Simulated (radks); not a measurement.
The numbers below are computed, except where a source is named.
Q: These are the eigenvalues of the occupied orbitals of an atom or ion with whole-number occupations (Ry). Level of theory: Dirac Kohn-Sham, PBE, spin-unpolarised, spherical densities, finite nucleus; Fermi nuclear charge, rms radius of each element as measured or else 0.836 A^(1/3) + 0.57 fm (a radial shooting solver on a logarithmic mesh with Libxc functionals).

1s1/2: -786.1905
2s1/2: -127.3825
2p1/2: -116.8489
2p3/2: -114.8027
3s1/2: -39.99804
3p1/2: -36.52008
3p3/2: -36.12715

Which element is it, and in what charge state? The configuration may be excited. Open shells, if any, fill j = l - 1/2 first.

A: Z = 31, gallium, charge +14: Ga14+ in [Ne] 3s2 3p5. The list shows which subshells hold electrons but not how many an open one holds; the 1s level, -393.1 hartree, gives Z - s = 28.0 by -(Z - s)^2/2, which with screening and relativity narrows Z to a few neighbours, and the depths of the outer levels then fix element, charge and occupations together.
